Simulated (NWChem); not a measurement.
Species: C$_{2}$H$_{3}$F$_{2}$NSi; SMILES N#CC(F)(F)[SiH3]

Program: NWChem. Pople sets run with spherical d functions. Coordinates come from a B3LYP/6-31G* (spherical d) optimisation.

**Question.** Order these runs by computing time, cheapest first, and give rough ratios: PBE/STO-3G; PBE/6-31G*; PBE/6-311++G**.

**Answer.** PBE/STO-3G (1), PBE/6-31G* (4), PBE/6-311++G** (10). Ratios are rough, from one shared machine; the cheapest took very roughly 3 core-seconds. What differs between the cheapest and the dearest: highest occupied level (eV) -3.43 → -8.26; orbital gap (eV) 5.46 → 6.15; dipole (D) 2.98 → 3.19.
